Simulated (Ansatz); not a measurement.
System: C6H9N, net charge 0, singlet state. 
Coordinates optimised at B3LYP-D3(BJ)/def2-TZVP (Ansatz, a first-principles code):
```xyz
16

C      2.4969    -0.6045     0.1651
C      1.1302    -0.0632    -0.0704
C      0.6978     1.0297    -0.7808
C     -0.7225     1.0853    -0.6759
C     -1.1297     0.0253     0.0966
N      0.0078    -0.6630     0.4566
C     -2.4850    -0.4093     0.5332
H      2.6074    -1.6233    -0.2192
H      2.7536    -0.6242     1.2288
H      3.2324     0.0201    -0.3401
H      1.3339     1.7145    -1.3175
H     -1.3753     1.8206    -1.1173
H      0.0175    -1.4905     1.0266
H     -2.7297    -1.4142     0.1752
H     -3.2358     0.2735     0.1378
H     -2.5835    -0.4151     1.6232
```

Quantity: vertical triplet-singlet gap (E(triplet) - E(singlet); each state is the SCF solution reached for its spin; for the triplet the Hartree-Fock reference is unstable and T1 is 0.017), in kcal/mol. Valence correlation only, unless marked. Open shells are spin-unrestricted. No spin-orbit coupling. No relativistic terms. 

```json
[
 {"level": "PBE/def2-TZVPD", "program": "Ansatz", "vertical triplet-singlet gap (kcal/mol)": "94.6"},
 {"level": "B3LYP/def2-TZVPD", "program": "Ansatz", "vertical triplet-singlet gap (kcal/mol)": "94.9"},
 {"level": "CAM-B3LYP/def2-TZVPD", "program": "Ansatz", "vertical triplet-singlet gap (kcal/mol)": "95.8"},
 {"level": "wB97M-V/def2-TZVPD", "program": "Ansatz", "vertical triplet-singlet gap (kcal/mol)": "100.1"},
 {"level": "B2PLYP/def2-TZVPD", "program": "Ansatz", "vertical triplet-singlet gap (kcal/mol)": "99.6"},
 {"level": "CCSD/aug-cc-pVTZ", "program": "Ansatz", "vertical triplet-singlet gap (kcal/mol)": "97.8"}
]
```
